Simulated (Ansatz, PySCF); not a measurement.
C4H6ClF, SMILES C(C/C=C/F)Cl. Atoms are numbered in the order given.

```xyz
12

F      2.8495     0.0037     0.2793
C      1.5312    -0.1477     0.0944
C      0.9441     0.2220    -1.0447
C     -0.5121     0.0777    -1.3720
C     -1.3745    -0.6722    -0.3763
Cl    -1.6029     0.2301     1.1744
H      1.0335    -0.5748     0.9705
H      1.5855     0.6681    -1.8140
H     -0.6034    -0.4614    -2.3354
H     -0.9565     1.0738    -1.5557
H     -2.3827    -0.8347    -0.7805
H     -0.9389    -1.6480    -0.1137
```

The structure is a stationary point at r2SCAN-D4/def2-SVP. The structure was generated by enumeration; whether it is a known compound was not checked. One conformer was computed; it need not be the lowest.

Two levels are set side by side: PBE-D3(BJ)/def2-SVP (Ansatz, a first-principles code) and r2SCAN-D4/def2-SVP (Ansatz). Each level has its own optimised geometry; the coordinates shown are those of the second. Frequencies come from the Hessian of PySCF at each geometry. Differences are taken from unrounded values.

```json
[
 {"quantity": "mean bond length (Å)", "r2SCAN-D4": "1.282"},
 {"quantity": "bond F1–C2 (Å)", "r2SCAN-D4": "1.340"},
 {"quantity": "bond C2–C3 (Å)", "r2SCAN-D4": "1.334"},
 {"quantity": "bond C3–C4 (Å)", "r2SCAN-D4": "1.499"},
 {"quantity": "bond C4–C5 (Å)", "r2SCAN-D4": "1.516"},
 {"quantity": "bond C5–Cl6 (Å)", "r2SCAN-D4": "1.809"},
 {"quantity": "bond C2–H7 (Å)", "r2SCAN-D4": "1.094"},
 {"quantity": "bond C3–H8 (Å)", "r2SCAN-D4": "1.096"},
 {"quantity": "bond C4–H9 (Å)", "r2SCAN-D4": "1.108"},
 {"quantity": "bond C4–H10 (Å)", "r2SCAN-D4": "1.106"},
 {"quantity": "bond C5–H11 (Å)", "r2SCAN-D4": "1.098"},
 {"quantity": "bond C5–H12 (Å)", "r2SCAN-D4": "1.100"},
 {"quantity": "highest harmonic wavenumber (cm⁻¹)", "r2SCAN-D4": "3205"},
 {"quantity": "mean harmonic wavenumber (cm⁻¹)", "r2SCAN-D4": "1352"},
 {"quantity": "zero-point energy (kcal/mol)", "r2SCAN-D4": "57.97"}
]
```

Question: What does PBE-D3(BJ) give, and how far is it from r2SCAN-D4? (An estimate is asked for; the answer gives what the named calculation found.)

Answer: 
```json
[
 {"quantity": "mean bond length (Å)", "PBE-D3(BJ)": "1.288", "PBE-D3(BJ) minus r2SCAN-D4": "0.007"},
 {"quantity": "bond F1–C2 (Å)", "PBE-D3(BJ)": "1.346", "PBE-D3(BJ) minus r2SCAN-D4": "0.006"},
 {"quantity": "bond C2–C3 (Å)", "PBE-D3(BJ)": "1.341", "PBE-D3(BJ) minus r2SCAN-D4": "0.008"},
 {"quantity": "bond C3–C4 (Å)", "PBE-D3(BJ)": "1.504", "PBE-D3(BJ) minus r2SCAN-D4": "0.005"},
 {"quantity": "bond C4–C5 (Å)", "PBE-D3(BJ)": "1.522", "PBE-D3(BJ) minus r2SCAN-D4": "0.006"},
 {"quantity": "bond C5–Cl6 (Å)", "PBE-D3(BJ)": "1.812", "PBE-D3(BJ) minus r2SCAN-D4": "0.003"},
 {"quantity": "bond C2–H7 (Å)", "PBE-D3(BJ)": "1.102", "PBE-D3(BJ) minus r2SCAN-D4": "0.008"},
 {"quantity": "bond C3–H8 (Å)", "PBE-D3(BJ)": "1.103", "PBE-D3(BJ) minus r2SCAN-D4": "0.007"},
 {"quantity": "bond C4–H9 (Å)", "PBE-D3(BJ)": "1.115", "PBE-D3(BJ) minus r2SCAN-D4": "0.007"},
 {"quantity": "bond C4–H10 (Å)", "PBE-D3(BJ)": "1.114", "PBE-D3(BJ) minus r2SCAN-D4": "0.008"},
 {"quantity": "bond C5–H11 (Å)", "PBE-D3(BJ)": "1.106", "PBE-D3(BJ) minus r2SCAN-D4": "0.008"},
 {"quantity": "bond C5–H12 (Å)", "PBE-D3(BJ)": "1.108", "PBE-D3(BJ) minus r2SCAN-D4": "0.007"},
 {"quantity": "highest harmonic wavenumber (cm⁻¹)", "PBE-D3(BJ)": "3127", "PBE-D3(BJ) minus r2SCAN-D4": "-79"},
 {"quantity": "mean harmonic wavenumber (cm⁻¹)", "PBE-D3(BJ)": "1317", "PBE-D3(BJ) minus r2SCAN-D4": "-35"},
 {"quantity": "zero-point energy (kcal/mol)", "PBE-D3(BJ)": "56.46", "PBE-D3(BJ) minus r2SCAN-D4": "-1.51"}
]
```
